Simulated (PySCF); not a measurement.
BBr3. Atoms are numbered in the order given.

```xyz
4

B      0.0000     0.0000     0.0000
Br     1.9050     0.0000     0.0000
Br    -0.9525    -1.6498     0.0000
Br    -0.9525     1.6498     0.0000
```
Charge 0, spin multiplicity 1.

Coordinates come from a r2SCAN-D4/def2-SVP optimisation. The isomer is the one that the SMILES or the coordinates give; other isomers of the formula were not compared.

Calculation: TDA-PBE/def2-SVPD in PySCF.

Vertical excitations; the highest root listed may be one member of a degenerate set. The molecule is in vacuum. State labels are in the subgroup C2v.

Computed lowest excited states:
```
state  symmetry  energy (eV)  λ (nm)      f                            main pairs
-----  --------  -----------  ------  -----  ------------------------------------
S1           A2         4.07     305  0.000                       HOMO→LUMO 100 %
S2           A2         4.89     254  0.000          HOMO−4→LUMO (degenerate set)
S3           B2         4.89     254  0.000          HOMO−3→LUMO (degenerate set)
S4           A1         5.48     226  0.149          HOMO−2→LUMO (degenerate set)
S5           B1         5.48     226  0.149          HOMO−1→LUMO (degenerate set)
S6           B1         6.09     204  0.000                      HOMO→LUMO+1 99 %
S7           A2         6.78     183  0.000        HOMO−1→LUMO+1 (degenerate set)
S8           B2         6.78     183  0.000        HOMO−2→LUMO+1 (degenerate set)
S9           B1         6.87     180  0.000                      HOMO→LUMO+2 99 %
S10          A1         6.95     178  0.050  HOMO−3→LUMO+1 80 %, HOMO→LUMO+3 17 %
T1           A2         3.91     317      0                       HOMO→LUMO 100 %
T2           A1         4.51     275      0          HOMO−2→LUMO (degenerate set)
T3           B1         4.51     275      0          HOMO−1→LUMO (degenerate set)
T4           A2         4.72     263      0                     HOMO−4→LUMO 100 %
```
Triplets are in the Tamm–Dancoff approximation.
